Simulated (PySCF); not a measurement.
# Correlation energy of Mo¹⁸⁺ (molybdenum, charge +18)

[Ar] 3d6, high-spin 5D determinant. Calculation: PySCF 2.14, in an even-tempered Gaussian basis (17 s from 1.7 bohr⁻², ratio 2.5; 11 p from 2.2 bohr⁻², ratio 2.5; 8 d from 2.2 bohr⁻², ratio 2.5; 4 f from 9.9 bohr⁻², ratio 2.7; 4 g from 15 bohr⁻², ratio 2.7); no relativity, point nucleus. Frozen: [Ne]; 14 electrons correlated; the 26 highest virtual orbitals of each spin left out.

MP2 pair energies summed by pair of shells (mhartree):

```
 pair   energy  share (%)
3p-3d  -232.20       43.5
3d-3d  -125.58       23.5
3p-3p   -90.05       16.9
3s-3p   -40.85        7.7
3s-3d   -39.83        7.5
3s-3s    -5.28        1.0
```

Total MP2 correlation energy: -533.79 mhartree.

At this charge a non-relativistic calculation is a model, useful for the Z dependence of the correlation energy.
